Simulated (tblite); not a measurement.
Cl₃Lu, charge -1, doublet, geometry from GFN2-xTB (such geometries of metal compounds can be far from the true shape) (the multiplicity is a formal guess); GFN1-xTB (tblite).

Input for tblite:
```
$ tblite run mol.xyz --method gfn1 --charge -1 --spin 1 --guess eeq --json tblite.json --no-restart

# file mol.xyz
4

Lu     0.04761349     0.14468794     0.09037466
Cl     2.12369389    -0.53361945    -0.74776567
Cl    -0.86805685    -1.14788636     1.81185352
Cl    -1.45449340     1.07722089    -1.44153497
```

What the program printed (banner, timings and long lists left out):

```
xTB calculator
 | screened Coulomb repulsion
 | Coulomb electrostatics
 |  * isotropic Klopman-Ohno-Mataga-Nishimoto electrostatics
 |  * onsite third-order electrostatics
 | DFT-D3(BJ) dispersion correction

halogen bonding energy    0.0000000000000E+00 Eh
repulsion energy          2.0629322321708E-02 Eh
dispersion energy        -1.7829959796837E-03 Eh
number of electrons       2.5000000000000E+01 e
integral cutoff           3.5723826613877E+01 bohr

------------------------------------------------------------
  cycle        total energy    energy error   density error
------------------------------------------------------------
      1     -14.09971685231  -1.4118563E+01   4.0881509E-01
      2     -14.11125939760  -1.1542545E-02   2.4032966E-01
      3     -14.11146292042  -2.0352282E-04   2.6379572E-02
      4     -14.11158744269  -1.2452226E-04   1.5780412E-03
      5     -14.11158986850  -2.4258154E-06   6.0578059E-04
      6     -14.11159014560  -2.7709640E-07   5.4543145E-05
      7     -14.11159014847  -2.8683687E-09   1.2209741E-06
------------------------------------------------------------

electronic energy        -1.4130436474810E+01 Eh
total energy             -1.4111590148468E+01 Eh

Post processing:
 | Mayer-Wiberg bond orders

[Info] JSON dump of results written to 'tblite.json'
```
